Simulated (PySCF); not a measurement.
Spin states and ions at one geometry of [TaOCl4]−

PySCF 2.14.0, RKS BP86, Ta def2-SVP with ECP60, O def2-SVP, Cl def2-SVP; non-relativistic Hamiltonian with scalar-relativistic core potentials where named; density fitting; no spin-orbit coupling; singlets restricted, open shells unrestricted. The geometry is relaxed for charge -1, singlet, vacuum:

```xyz
6

Ta    0.0000    0.0000    0.2347
O     0.0000    0.0000    1.9941
Cl    0.0000    0.0000   -2.3039
Cl    2.3675    0.0000    0.1079
Cl   -1.1838    2.0503    0.1079
Cl   -1.1838   -2.0503    0.1079
```

Energies count from the relaxed state; an electron taken off or put on is at rest in vacuum. Charges and spins are Mulliken's.

| state | energy (eV) | spin squared | charge on Ta1 (e) | spin on Ta1 (e) | dipole about the centre of mass (D) |
| --- | --- | --- | --- | --- | --- |
| charge -1, singlet, vacuum | 0.00 | 0.00 | 0.58 | 0.00 | 1.02 |
| charge 0, doublet, vacuum | 5.28 | 0.75 | 0.73 | -0.06 | 0.99 |

Problem. What does the state charge -1, triplet, vacuum give?

Solution. energy (eV) 4.17, spin squared 2.00, charge on Ta1 (e) 0.44, spin on Ta1 (e) 0.85, dipole about the centre of mass (D) 0.66.

With an electron taken off (doublet) the charges change, summed by element, by Ta +0.15 e, O +0.09 e, Cl +0.77 e. The vertical ionisation energy is 5.28 eV, against −ε(HOMO) = 2.33 eV of the relaxed state. The level lies 3.0 eV too high, as is usual for semilocal functionals and global hybrids, which keep a self-interaction error.

Open shells may have lower solutions than those found. Hard to converge, so the more doubtful: charge -1, triplet, vacuum; charge 0, doublet, vacuum.

No frequency check is given that shows the relaxed geometry to be a minimum.
